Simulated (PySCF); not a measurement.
# Two-dimensional NMR puzzle

Compound of formula C6H9ClN2Si. Correlations simulated from computed shifts and the bond graph:

HSQC (one-bond C–H):
```tsv
δH	δC
8.30	139.8
7.45	136.8
6.94	121.6
3.57	29.7
```

COSY cross peaks (H two or three bonds apart, from the bond graph; peaks can be absent where the dihedral angle is near 90°):
```tsv
δH	δH
7.45	6.94
4.75	3.57
```

HMBC (two and three bonds, from the bond graph):
```tsv
δH	δC
8.30	150.7, 147.2, 121.6
7.45	150.7, 147.2, 121.6
6.94	150.7, 147.2, 139.8, 136.8
4.75	150.7, 136.8, 29.7
3.57	150.7
```

Carbons without hydrogens: δ 150.7, 147.2.

- shieldings: GIAO PBE0/pcSseg-1
- GFN2-xTB geometry
- program: PySCF 2.14.0 with density-fitted response routines
- in vacuum, rapidly exchanging positions averaged, non-relativistic, single conformer

Shifts are taken against calculated references (same method and geometry level): 1H and 13C against TMS.

Exchangeable hydrogens are left out of these lists.

Task: Assemble the structure.

Result: SMILES Nc1ccc([SiH2]CCl)nc1.

Numbering as in the mapped SMILES `[NH2:1][c:2]1[cH:3][cH:4][c:5]([SiH2:6][CH2:7][Cl:8])[n:9][cH:10]1` (H(Xn): hydrogen on atom n).

- δC 150.7 is C5, a substituted aromatic carbon next to a ring nitrogen.
- δC 147.2 is C2, an aromatic carbon bearing nitrogen.
- δC 139.8 is C10, an aromatic CH next to a ring nitrogen (δH 8.30).
- δC 136.8 is C4, an aromatic CH (δH 7.45).
- δC 121.6 is C3, an aromatic CH (δH 6.94).
- δC 29.7 is C7, an sp3 CH2 bonded to Cl and Si (δH 3.57).
- HMBC from δH 8.30 reaches the proton-free carbons C5, C2.
- HMBC from δH 7.45 reaches the proton-free carbons C5, C2.
- HMBC from δH 6.94 reaches the proton-free carbons C5, C2.
- HMBC from δH 4.75 reaches the proton-free carbon C5.
- COSY links 7.45–6.94, 4.75–3.57.

This is the structure that produced the data.

The OH or NH signal is concentration- and solvent-dependent in practice; the value given is the gas-phase one. Carbons that carry Cl, above all several Cl atoms, come out too deshielded, partly because spin–orbit coupling is missing. Shifts are as computed. Against solution values, carbons near 30 ppm lie about +3 ppm off and those near 130 ppm about +5 ppm; carbons on Cl a further +6 ppm. Of 1309 compounds with measured shifts, 239 miss one by over three times the rms of a fit or turn the order of signals round; such compounds aren't used in these exercises.
